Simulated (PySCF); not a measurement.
Isomers of C5H11FO3Si, mass 166.046 u with the commonest isotopes. Method used: PBE0/pcSseg-1 in PySCF (dipole) on a GFN2-xTB geometry, gas phase. One conformer each, none proved a minimum here; rigid rotors.

Task: Order these by rotational constant C, largest first.
A. `[CH3:1][C:2](=[O:3])[O:4][SiH2:5][O:6][C@@H:7]([CH3:8])[CH2:9][F:10]` with C1–C2–O4–Si5 176°, C2–O4–Si5–O6 171°, O4–Si5–O6–C7 73°, Si5–O6–C7–C8 -169°, O6–C7–C9–F10 73°
B. `[CH3:1][O:2][Si:3]1([CH2:4][F:5])[O:6][CH2:7][CH2:8][CH2:9][O:10]1` with C1–O2–Si3–C4 180°, O2–Si3–C4–F5 180°, O2–Si3–O6–C7 -155°, Si3–O6–C7–C8 48°, O6–C7–C8–C9 -60°, C7–C8–C9–O10 60°
C. `[CH3:1][CH2:2][O:3][SiH2:4][O:5][C@@H:6]1[CH2:7][C@H:8]([F:9])[O:10]1` with C1–C2–O3–Si4 -56°, C2–O3–Si4–O5 -170°, O3–Si4–O5–C6 -175°, Si4–O5–C6–C7 83°
D. `[CH3:1][O:2][C@@H:3]([C:4]([CH3:5])=[O:6])[Si@H:7]([F:8])[O:9][CH3:10]` with C1–O2–C3–C4 163°, O2–C3–C4–C5 17°, O2–C3–Si7–F8 61°, C3–Si7–O9–C10 172°
E. `[CH3:1][O:2][C@@H:3]([C:4]([CH3:5])=[O:6])[Si@@H:7]([F:8])[O:9][CH3:10]` with C1–O2–C3–C4 153°, O2–C3–C4–C5 15°, O2–C3–Si7–F8 -61°, C3–Si7–O9–C10 -166°

Result: B (801.1 MHz), D (729.1 MHz), E (666.1 MHz), A (556.9 MHz), C (506.5 MHz).

Task: Order these by dipole moment, smallest first.
A. `[CH3:1][CH2:2][O:3][SiH2:4][O:5][C@@H:6]1[CH2:7][C@H:8]([F:9])[O:10]1` with C1–C2–O3–Si4 -56°, C2–O3–Si4–O5 -170°, O3–Si4–O5–C6 -175°, Si4–O5–C6–C7 83°
B. `[CH3:1][O:2][Si:3]1([CH2:4][F:5])[O:6][CH2:7][CH2:8][CH2:9][O:10]1` with C1–O2–Si3–C4 180°, O2–Si3–C4–F5 180°, O2–Si3–O6–C7 -155°, Si3–O6–C7–C8 48°, O6–C7–C8–C9 -60°, C7–C8–C9–O10 60°
C. `[CH3:1][O:2][C@@H:3]([C:4]([CH3:5])=[O:6])[Si@@H:7]([F:8])[O:9][CH3:10]` with C1–O2–C3–C4 153°, O2–C3–C4–C5 15°, O2–C3–Si7–F8 -61°, C3–Si7–O9–C10 -166°
D. `[CH3:1][C:2](=[O:3])[O:4][SiH2:5][O:6][C@@H:7]([CH3:8])[CH2:9][F:10]` with C1–C2–O4–Si5 176°, C2–O4–Si5–O6 171°, O4–Si5–O6–C7 73°, Si5–O6–C7–C8 -169°, O6–C7–C9–F10 73°
E. `[CH3:1][O:2][C@@H:3]([C:4]([CH3:5])=[O:6])[Si@H:7]([F:8])[O:9][CH3:10]` with C1–O2–C3–C4 163°, O2–C3–C4–C5 17°, O2–C3–Si7–F8 61°, C3–Si7–O9–C10 172°

Result: A (1.00 D), B (2.27 D), E (2.60 D), C (3.65 D), D (3.82 D).

Task: Order these by radius of gyration √(Σ m r²/M), smallest first.
A. `[CH3:1][O:2][C@@H:3]([C:4]([CH3:5])=[O:6])[Si@H:7]([F:8])[O:9][CH3:10]` with C1–O2–C3–C4 163°, O2–C3–C4–C5 17°, O2–C3–Si7–F8 61°, C3–Si7–O9–C10 172°
B. `[CH3:1][CH2:2][O:3][SiH2:4][O:5][C@@H:6]1[CH2:7][C@H:8]([F:9])[O:10]1` with C1–C2–O3–Si4 -56°, C2–O3–Si4–O5 -170°, O3–Si4–O5–C6 -175°, Si4–O5–C6–C7 83°
C. `[CH3:1][O:2][Si:3]1([CH2:4][F:5])[O:6][CH2:7][CH2:8][CH2:9][O:10]1` with C1–O2–Si3–C4 180°, O2–Si3–C4–F5 180°, O2–Si3–O6–C7 -155°, Si3–O6–C7–C8 48°, O6–C7–C8–C9 -60°, C7–C8–C9–O10 60°
D. `[CH3:1][C:2](=[O:3])[O:4][SiH2:5][O:6][C@@H:7]([CH3:8])[CH2:9][F:10]` with C1–C2–O4–Si5 176°, C2–O4–Si5–O6 171°, O4–Si5–O6–C7 73°, Si5–O6–C7–C8 -169°, O6–C7–C9–F10 73°
E. `[CH3:1][O:2][C@@H:3]([C:4]([CH3:5])=[O:6])[Si@@H:7]([F:8])[O:9][CH3:10]` with C1–O2–C3–C4 153°, O2–C3–C4–C5 15°, O2–C3–Si7–F8 -61°, C3–Si7–O9–C10 -166°

Result: C (2.110 Å), A (2.224 Å), E (2.252 Å), D (2.426 Å), B (2.511 Å).

| SMILES | point group | Ia (u·Å²) | Ib (u·Å²) | Ic (u·Å²) | κ | μa (D) | μb (D) | μc (D) |
| --- | --- | --- | --- | --- | --- | --- | --- | --- |
| CO[C@@H](C(C)=O)[Si@@H](F)OC | C1 | 321.99 | 604.12 | 758.68 | -0.62 | 2.89 | 2.23 | 0.01 |
| CO[Si]1(CF)OCCCO1 | Cs | 387.09 | 461.08 | 630.88 | 0.17 | 0.27 | 2.25 | 0.00 |
| CCO[SiH2]O[C@@H]1C[C@H](F)O1 | C1 | 197.53 | 898.45 | 997.88 | -0.95 | 0.33 | 0.19 | 0.92 |
| CO[C@@H](C(C)=O)[Si@H](F)OC | C1 | 398.11 | 551.72 | 693.16 | -0.31 | 1.65 | 0.83 | 1.82 |
| CC(=O)O[SiH2]O[C@@H](C)CF | C1 | 251.18 | 796.53 | 907.52 | -0.89 | 2.86 | 1.92 | 1.66 |
